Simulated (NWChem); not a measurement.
**Correlation energy of Te**

```xyz
1

Te     0.0000     0.0000     0.0000
```
Charge 0, spin multiplicity 3.

Program: NWChem.

Basis set: def2-TZVP. Each correlation energy counts from its own Hartree-Fock reference.

Effective core potentials replace the inner electrons of Te; spin-orbit coupling is left out. The correlated methods keep 4 core orbitals frozen. The stability of the SCF solutions was not checked. Open-shell Hartree-Fock references start from PBE0 orbitals. Coupled-cluster values serve here as a point of comparison, not as the truth.

Problem. For the correlation energy, UMP2 gives -410.2 mHa and CCSD(T) on UHF gives -400.6 mHa. What do CCSD(T) on ROHF, CCSD on ROHF, SCS-UMP2 give?

Solution. CCSD(T) on ROHF: -405.7 mHa; CCSD on ROHF: -398.8 mHa; SCS-UMP2: -359.2 mHa.
